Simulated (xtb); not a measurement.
C₆H₅, SMILES c1c[c]ccc1 (connectivity only; charge and spin as stated), charge +1, multiplicity 1. All values are semi-empirical tight-binding results from xtb (GFN2-xTB unless named), good for trends rather than for accurate numbers. Geometry: GFN2-xTB. The spin state was assumed, not searched. The isomer is the one that the SMILES or the coordinates give; other isomers of the formula were not compared.

Task: Estimate the properties. (Estimate from the structure and the level; the computed values follow.)

Result: 
```
Quantity                                           Value
----------------------------------------  --------------
point group as xtb finds it                          C2v
orbital gap                                      2.34 eV
zero-point energy                          51.7 kcal/mol
G − E(el) at 298.15 K (modified RRHO)      34.8 kcal/mol
static polarisability (D4 model)              60.6 bohr³
solvation energy, GFN2-xTB/ALPB(water)    -55.1 kcal/mol
solvation energy, GFN2-xTB/ALPB(benzene)  -43.2 kcal/mol
```

Computed IR lines (harmonic; lines under 4 % of the strongest left out, lines within 3 cm⁻¹ merged):
ν (cm⁻¹): 387 (w), 417 (w), 595 (w), 731 (vs), 987 (w), 1011 (w), 1066 (w), 1187 (m), 1426 (w), 1775 (m), 3065 (m), 3072 (s), 3105 (vs), 3110 (m) (against the strongest line: vs over 80 %, s over 45 %, m over 15 %, w over 4 %, vw less)
